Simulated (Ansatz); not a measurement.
Input for Ansatz (a first-principles code): R-CCSDT(Q)/cc-pV(D+d)Z on ClHSi (SMILES [SiH]Cl), 2S+1 = 1, a spin state set in the input, which need not be the lowest, at the other state's geometry. Files ending in .json are basis or fitting sets from the Basis Set Exchange.

Ansatz 0.2 input:
```yaml
crystal:
  periodic: [false, false, false]
  atoms:
    - {symbol: Si, position_ang: [-0.97714793, 0.45374451, 0.00000000]}
    - {symbol: Cl, position_ang: [0.92719285, -0.34142108, 0.00000000]}
    - {symbol: H, position_ang: [-2.08220740, -0.54826471, 0.00000000]}
basis:
  gaussian:
    orbitals: cc-pV_D+d_Z.json
magnetization: {spin_polarized: false}
correlation: {method: ccsdt_q, electrons: outside_noble_gas}
scf: {omitted_lower_state_checks: [cluster_reference]}
```

It printed:

```
WARN ansatz: RAYON_NUM_THREADS=2 ignored (pool sized by the plan → 2); use --threads N
Functional definition: HF
these checks for a lower state are left out or cut short: cluster_reference
integrals: 0.03 GiB planned
942 factors; integrals over basis functions are off by at most 1.8e-7 eV
mean field: 0.11 GiB planned
mean field evaluation 1: about -20380.8866 eV, gradient 1.2e1 eV
mean field evaluation 2: about -20380.8882 eV, gradient 1.2e1 eV
mean field evaluation 4: about -20381.4343 eV, gradient 1.2e0 eV
mean field evaluation 8: about -20381.4458 eV, gradient 2.1e-3 eV
mean field -20381.44576837 eV, -749.0043169476 hartree, gradient 7.5e-6 eV, S^2 0.000000; 0 other end points of the search recorded, 0 dependent functions left out; unrestricted orbitals would lower it
10 core orbitals not correlated
reference -20381.44576837 eV, -749.0043169476 hartree; 6, 6 occupied and 35, 35 virtual orbitals, 942 factors
second order -5.95533180 eV of doubles, -0.00000000 eV of singles
coupled cluster: 0.21 GiB planned
cycle   1  -6.57439222 eV  change   -6.2e-1 eV  update   8.3e-2
cycle   2  -6.94382793 eV  change   -3.7e-1 eV  update   3.9e-2
cycle   3  -7.08594054 eV  change   -1.4e-1 eV  update   2.5e-2
cycle   4  -7.06789061 eV  change    1.8e-2 eV  update   8.3e-3
cycle   5  -7.07003563 eV  change   -2.1e-3 eV  update   4.4e-3
cycle   6  -7.07291715 eV  change   -2.9e-3 eV  update   2.1e-3
cycle   7  -7.07233266 eV  change    5.8e-4 eV  update   1.0e-3
cycle   8  -7.07206441 eV  change    2.7e-4 eV  update   4.3e-4
cycle   9  -7.07230567 eV  change   -2.4e-4 eV  update   2.1e-4
cycle  10  -7.07225126 eV  change    5.4e-5 eV  update   9.1e-5
cycle  11  -7.07229810 eV  change   -4.7e-5 eV  update   4.1e-5
cycle  12  -7.07229286 eV  change    5.2e-6 eV  update   1.7e-5
cycle  13  -7.07228818 eV  change    4.7e-6 eV  update   6.0e-6
cycle  14  -7.07229158 eV  change   -3.4e-6 eV  update   2.8e-6
cycle  15  -7.07229423 eV  change   -2.6e-6 eV  update   1.1e-6
cycle  16  -7.07229476 eV  change   -5.2e-7 eV  update   4.9e-7
coupled cluster: 0.21 GiB planned
perturbative correction -0.01524738 eV, -0.0005603310 hartree
Total energy: -20388.53331051 eV, -749.2647793171 hartree
Checks for a lower state left out: cluster_reference
```

The run converged.

Cost: around 16 core-seconds (rough).
